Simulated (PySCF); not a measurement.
# From computed data to an observable: oscillator strength and radiative lifetime

C₃H₄FNSi, SMILES F[Si@H]1C=CC=N1.

Coordinates come from a ωB97X-D3(BJ)/def2-SVP optimisation. The structure was generated by enumeration; whether it is a known compound was not checked.

TDA-PBE/def2-SVPD run with PySCF puts the first singlet state with f over 0.02 at 4.71 eV (vertical), with the transition dipole (0.065, 0.510, 0.110) in atomic units.

Q: Find the oscillator strength, the wavelength and the radiative lifetime that this transition would have in vacuum if emission retraced absorption.

A: 
|μ|² = 0.2764 au, so |μ| = 1.34 D. ΔE = 4.71/27.211 = 0.1731 hartree. f = (2/3) ΔE |μ|² = 0.032 (the program prints 0.032).
λ = 1239.84/4.71 = 263 nm; ν = 37989 cm⁻¹.
Einstein's coefficient A = 0.6670 ν² f s⁻¹ (ν in cm⁻¹) = 3.1e7 s⁻¹, so τ = 1/A = 33 ns. This state is S2; the lower singlet has f = 0.001. The figure is the radiative limit of this one transition; relaxation, internal conversion, crossing to triplets and a medium change what is measured.
